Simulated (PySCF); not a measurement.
A GIAO shielding run with PySCF (density fitting, non-relativistic, gas phase) on `C=C(Cl)[C@@H]1C[C@@H]1S[SiH3]`, C$_{5}$H$_{9}$ClSSi:

```
$ OMP_NUM_THREADS=1 python probes_run.py task.json out

{"job": {"kind": "nmr", "xc": "PBE0", "basis": "pcSseg-1"}, "charge": 0, "multiplicity": 1}
C     -1.892082     0.234285     1.113428
C     -1.193553     0.996617     0.287646
Cl    -1.113755     2.715254     0.570042
C     -0.412233     0.573153    -0.887198
C     -0.701058    -0.718202    -1.606820
C      0.558501    -0.590929    -0.821548
S      0.763731    -1.560035     0.675396
Si     2.074101    -0.252853     1.763895
H     -1.954686    -0.828931     0.973286
H     -2.411661     0.647216     1.958820
H     -0.082641     1.404960    -1.499068
H     -0.640020    -0.729129    -2.684710
H     -1.475539    -1.350711    -1.203945
H      1.492784    -0.483322    -1.356630
H      2.314046    -0.983808     2.993325
H      1.391501     1.018282     1.954450
H      3.275567    -0.079813     0.953000
```

Hardware: 1 thread of an Arm Neoverse N1, shared host. The job also computes population analyses, field gradients, ring-centre shieldings.

(1) How large is the calculation?

(2) How long does it take, and how much memory does it need?

Answers

(1) 86 electrons, 202 basis functions and 1116 auxiliary functions.

(2) 89 s of wall time, with 14 SCF cycles and 5 response iterations; peak memory 0.9 GiB. Times on a shared host scatter by some tens of per cent.
